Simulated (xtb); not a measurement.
A run for xtb: GFN2-xTB on C3H8O (SMILES CCCO).

```
$ xtb mol.xyz --gfn 2 --sp --chrg 0 --uhf 0
12

C     -1.53312211     0.22459319     0.08881662
C     -0.30562967    -0.29757090     0.82975676
C      0.98881587     0.08250057     0.13864185
O      2.07527878    -0.44437947     0.89666791
H     -2.45189730    -0.06007477     0.60309432
H     -1.58485546    -0.17551128    -0.92668920
H     -1.51942188     1.31472890     0.01511905
H     -0.28248817     0.09502321     1.84960894
H     -0.34745833    -1.38663900     0.91308583
H      0.99699398    -0.32144985    -0.88256982
H      1.06270755     1.17568856     0.06386709
H      2.90107673    -0.20690914     0.46361286
```

Program output:

```
[...]
           -------------------------------------------------
          |                Calculation Setup                |
           -------------------------------------------------



           -------------------------------------------------
          |                 G F N 2 - x T B                 |
           -------------------------------------------------

        Reference                      10.1021/acs.jctc.8b01176
      * Hamiltonian:
        H0-scaling (s, p, d)           1.850000    2.230000    2.230000
        zeta-weighting                 0.500000
      * Dispersion:
        s8                             2.700000
        a1                             0.520000
        a2                             5.000000
        s9                             5.000000
      * Repulsion:
        kExp                           1.500000    1.000000
        rExp                           1.000000
      * Coulomb:
        alpha                          2.000000
        third order                    shell-resolved
        anisotropic                    true
        a3                             3.000000
        a5                             4.000000
        cn-shift                       1.200000
        cn-exp                         4.000000
        max-rad                        5.000000


          ...................................................
          :                      SETUP                      :
          :.................................................:
          :  # basis functions                  24          :
          :  # atomic orbitals                  24          :
          :  # shells                           16          :
          :  # electrons                        26          :
          :  max. iterations                   250          :
          :  Hamiltonian                  GFN2-xTB          :
          :  restarted?                      false          :
          :  GBSA solvation                  false          :
          :  PC potential                    false          :
          :  electronic temp.          300.0000000     K    :
          :  accuracy                    1.0000000          :
          :  -> integral cutoff          0.2500000E+02      :
          :  -> integral neglect         0.1000000E-07      :
          :  -> SCF convergence          0.1000000E-05 Eh   :
          :  -> wf. convergence          0.1000000E-03 e    :
          :  Broyden damping             0.4000000          :
          :  net charge                          0          :
          :  unpaired electrons                  0          :
          ...................................................

 iter      E             dE          RMSdq      gap      omega  full diag
   1    -14.6928763 -0.146929E+02  0.347E+00   12.23       0.0  T
   2    -14.7211200 -0.282437E-01  0.186E+00   11.80       1.0  T
   3    -14.7216651 -0.545084E-03  0.780E-01   11.90       1.0  T
   4    -14.7218187 -0.153600E-03  0.117E-01   11.93       1.0  T
   5    -14.7218352 -0.165074E-04  0.668E-02   11.94       1.0  T
   6    -14.7218365 -0.131657E-05  0.898E-03   11.95       3.2  T
   7    -14.7218367 -0.125836E-06  0.470E-03   11.95       6.1  T
   8    -14.7218367 -0.105581E-07  0.115E-03   11.95      25.0  T
   9    -14.7218367 -0.195929E-08  0.221E-04   11.95     130.6  T
  10    -14.7218367 -0.114918E-09  0.736E-05   11.95     392.0  T

   *** convergence criteria satisfied after 10 iterations ***

         #    Occupation            Energy/Eh            Energy/eV
      -------------------------------------------------------------
         1        2.0000           -0.6832015             -18.5909
       ...           ...                  ...                  ...
         7        2.0000           -0.5136991             -13.9785
         8        2.0000           -0.4866591             -13.2427
         9        2.0000           -0.4723190             -12.8525
        10        2.0000           -0.4603037             -12.5255
        11        2.0000           -0.4379495             -11.9172
        12        2.0000           -0.4355999             -11.8533
        13        2.0000           -0.4075936             -11.0912 (HOMO)
        14                          0.0314865               0.8568 (LUMO)
        15                          0.1239193               3.3720
        16                          0.1280420               3.4842
        17                          0.1291569               3.5145
        18                          0.1433784               3.9015
       ...                                ...                  ...
        24                          0.2911421               7.9224
      -------------------------------------------------------------
                  HL-Gap            0.4390801 Eh           11.9480 eV
             Fermi-level           -0.1880535 Eh           -5.1172 eV

 SCC (total)                   0 d,  0 h,  0 min,  0.005 sec
 SCC setup                      ...        0 min,  0.000 sec (  1.735%)
 Dispersion                     ...        0 min,  0.000 sec (  1.031%)
 classical contributions        ...        0 min,  0.000 sec (  0.407%)
 integral evaluation            ...        0 min,  0.001 sec ( 11.277%)
 iterations                     ...        0 min,  0.003 sec ( 54.257%)
 molecular gradient             ...        0 min,  0.001 sec ( 28.740%)
 printout                       ...        0 min,  0.000 sec (  2.336%)

         :::::::::::::::::::::::::::::::::::::::::::::::::::::
         ::                     SUMMARY                     ::
         :::::::::::::::::::::::::::::::::::::::::::::::::::::
         :: total energy             -14.556069610018 Eh    ::
         :: gradient norm              0.014849357282 Eh/a0 ::
         :: HOMO-LUMO gap             11.947977170058 eV    ::
         ::.................................................::
         :: SCC energy               -14.721835123907 Eh    ::
         :: -> isotropic ES            0.026368944884 Eh    ::
         :: -> anisotropic ES          0.003529889241 Eh    ::
         :: -> anisotropic XC          0.004082081674 Eh    ::
         :: -> dispersion             -0.004767340870 Eh    ::
         :: repulsion energy           0.165765513890 Eh    ::
         :: add. restraining           0.000000000000 Eh    ::
         :: total charge               0.000000000000 e     ::
         :::::::::::::::::::::::::::::::::::::::::::::::::::::

           -------------------------------------------------
          |                Property Printout                |
           -------------------------------------------------

    * Orbital Energies and Occupations

         #    Occupation            Energy/Eh            Energy/eV
      -------------------------------------------------------------
         1        2.0000           -0.6832015             -18.5909
         2        2.0000           -0.6292791             -17.1236
         3        2.0000           -0.6003825             -16.3372
         4        2.0000           -0.5721605             -15.5693
         5        2.0000           -0.5544710             -15.0879
         6        2.0000           -0.5316095             -14.4658
         7        2.0000           -0.5136991             -13.9785
         8        2.0000           -0.4866591             -13.2427
         9        2.0000           -0.4723190             -12.8525
        10        2.0000           -0.4603037             -12.5255
        11        2.0000           -0.4379495             -11.9172
        12        2.0000           -0.4355999             -11.8533
        13        2.0000           -0.4075936             -11.0912 (HOMO)
        14                          0.0314865               0.8568 (LUMO)
        15                          0.1239193               3.3720
        16                          0.1280420               3.4842
        17                          0.1291569               3.5145
        18                          0.1433784               3.9015
        19                          0.1747754               4.7559
        20                          0.1867191               5.0809
        21                          0.2091312               5.6908
        22                          0.2505170               6.8169
        23                          0.2566275               6.9832
        24                          0.2911421               7.9224
      -------------------------------------------------------------
                  HL-Gap            0.4390801 Eh           11.9480 eV
             Fermi-level           -0.1880535 Eh           -5.1172 eV

     #   Z          covCN         q      C6AA      α(0)
     1   6 C        3.750    -0.106    22.585     6.778
     2   6 C        3.800    -0.059    21.635     6.623
     3   6 C        3.674     0.087    19.362     6.306
     4   8 O        1.654    -0.446    21.765     6.298
     5   1 H        0.924     0.041     2.436     2.441
     6   1 H        0.924     0.035     2.522     2.484
     7   1 H        0.924     0.035     2.522     2.484
     8   1 H        0.924     0.049     2.337     2.391
     9   1 H        0.924     0.049     2.337     2.391
    10   1 H        0.923     0.017     2.786     2.610
    11   1 H        0.923     0.017     2.786     2.610
    12   1 H        0.805     0.283     0.773     1.381

 Mol. C6AA /au·bohr⁶  :        924.599896
 Mol. C8AA /au·bohr⁸  :      18677.074730
 Mol. α(0) /au        :         44.794311


Wiberg/Mayer (AO) data.
largest (>0.10) Wiberg bond orders for each atom

 ---------------------------------------------------------------------------
     #   Z sym  total        # sym  WBO       # sym  WBO       # sym  WBO
 ---------------------------------------------------------------------------
     1   6 C    3.996 --     2 C    1.019     6 H    0.988     7 H    0.988
                             5 H    0.987
     2   6 C    3.995 --     1 C    1.019     3 C    1.008     8 H    0.976
                             9 H    0.976
     3   6 C    3.956 --     2 C    1.008     4 O    0.989    11 H    0.972
                            10 H    0.972
     4   8 O    1.946 --     3 C    0.989    12 H    0.907
     5   1 H    0.998 --     1 C    0.987
     6   1 H    0.999 --     1 C    0.988
     7   1 H    0.999 --     1 C    0.988
     8   1 H    0.998 --     2 C    0.976
     9   1 H    0.998 --     2 C    0.976
    10   1 H    1.000 --     3 C    0.972
    11   1 H    1.000 --     3 C    0.972
    12   1 H    0.919 --     4 O    0.907
 ---------------------------------------------------------------------------

Topologies differ in total number of bonds
Writing topology from bond orders to xtbtopo.mol

molecular dipole:
                 x           y           z       tot (Debye)
 q only:       -0.079       0.243      -0.379
   full:        0.033       0.369      -0.587       1.764
molecular quadrupole (traceless):
                xx          xy          yy          xz          yz          zz
 q only:        2.652       1.411      -0.880      -2.531       0.652      -1.772
  q+dip:        2.685       2.491      -0.330      -4.052       1.716      -2.354
   full:        3.406       2.272      -0.861      -3.810       1.329      -2.545


           -------------------------------------------------
          | TOTAL ENERGY              -14.556069610018 Eh   |
          | GRADIENT NORM               0.014849357282 Eh/α |
          | HOMO-LUMO GAP              11.947977170058 eV   |
           -------------------------------------------------

------------------------------------------------------------------------
------------------------------------------------------------------------
 total:
Note: The following floating-point exceptions are signalling: IEEE_UNDERFLOW_FLAG IEEE_DENORMAL
normal termination of xtb
 SCF:
```

The run finished.

Cost: about 0.03 core-seconds (a rough figure).
